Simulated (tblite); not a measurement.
Isomers of C3H9ClOSi2. Method: GFN2-xTB as coded in tblite; computed harmonic values from a numerical Hessian at the method's own geometry, unscaled. Errors from tens to a few hundred cm⁻¹ against measured bands are possible. Modes of hydrogen on silicon can be 10 to 20 % off. One conformer each.

Electronic energies: GFN2-xTB at the same geometries; isomer energies are rough at this level and their order can be wrong.

| SMILES | electronic energy, lowest = 0 (kJ/mol) |
| --- | --- |
| Cl[C@H]1CC[SiH2]O[SiH2]1 | 0.0 |
| C=C[Si@H](Cl)[SiH2]OC | 169.9 |
| O[SiH2][Si@H](Cl)C1CC1 | 118.3 |
| C[C@@H]1CO[Si@H](Cl)[SiH2]1 | 63.7 |
| C[C@@H]1[SiH2]O[Si@@]1(C)Cl | 16.6 |

Q: How do GFN2-xTB zero-point energies change the relative energies?

A: 
| SMILES | ZPE (kJ/mol) | of it from modes above 1550 cm⁻¹ | electronic (kJ/mol) | with ZPE, lowest = 0 (kJ/mol) | lowest mode (cm⁻¹) | rings |
| --- | --- | --- | --- | --- | --- | --- |
| Cl[C@H]1CC[SiH2]O[SiH2]1 | 292.0 | 143.4 | 0.0 | 0.0 | 59 | 1 |
| C[C@@H]1[SiH2]O[Si@@]1(C)Cl | 300.2 | 154.5 | 16.6 | 24.8 | 64 | 1 |
| C[C@@H]1CO[Si@H](Cl)[SiH2]1 | 298.9 | 146.7 | 63.7 | 70.6 | 51 | 1 |
| O[SiH2][Si@H](Cl)C1CC1 | 291.5 | 152.7 | 118.3 | 117.9 | 41 | 1 |
| C=C[Si@H](Cl)[SiH2]OC | 286.3 | 156.9 | 169.9 | 164.1 | 27 | 0 |

The zero-point energies span 13.9 kJ/mol, from `C=C[Si@H](Cl)[SiH2]OC` to `C[C@@H]1[SiH2]O[Si@@]1(C)Cl`. The order is unchanged.

Q: What do entropy and thermal enthalpy add at 298.15 K and 1 bar (rigid rotor, harmonic oscillator, one conformer each)?

A: 
```
                     SMILES  point group  symmetry number  S (J/(mol K))  H − H(0) (kJ/mol)  ZPE + H − H(0) − TS (kJ/mol)
   Cl[C@H]1CC[SiH2]O[SiH2]1           C1                1          394.5              26.68                         201.1
C[C@@H]1[SiH2]O[Si@@]1(C)Cl           C1                1          419.8              30.03                         205.1
C[C@@H]1CO[Si@H](Cl)[SiH2]1           C1                1          398.9              27.40                         207.4
     O[SiH2][Si@H](Cl)C1CC1           C1                1          432.3              30.31                         193.0
      C=C[Si@H](Cl)[SiH2]OC           C1                1          459.6              33.13                         182.4
```
